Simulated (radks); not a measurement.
Spin polarisation of the 5d7 shell in Ir. Start: [Xe] 4f14 5d(up 3.5, down 3.5) 6s2; electrons of 5d are moved from spin down to spin up, other shells keep equal spins. All-electron calculation, scalar-relativistic Kohn-Sham, PBE, spin-polarised, spherical densities, point nucleus. Program: a radial shooting solver on a logarithmic mesh with Libxc functionals.

moment (Bohr magnetons)  E - E(0) (eV)  e(5d up) (eV)  e(5d down) (eV)  6s down minus up (eV)  5p down minus up (eV)
0                                0.000         -7.148           -7.148                  0.000                  0.000
0.75                            -0.086         -7.368           -6.911                  0.231                  0.426
1.5                             -0.343         -7.574           -6.660                  0.463                  0.853
2.25                            -0.772         -7.766           -6.391                  0.696                  1.280
3                               -1.373         -7.942           -6.105                  0.932                  1.709

At moment 3 the spin-polarisation energy is -1.373 eV and the 5d exchange splitting 1.837 eV, that is 0.612 eV per Bohr magneton; E = -I m^2/4 would give I = 0.610 eV.
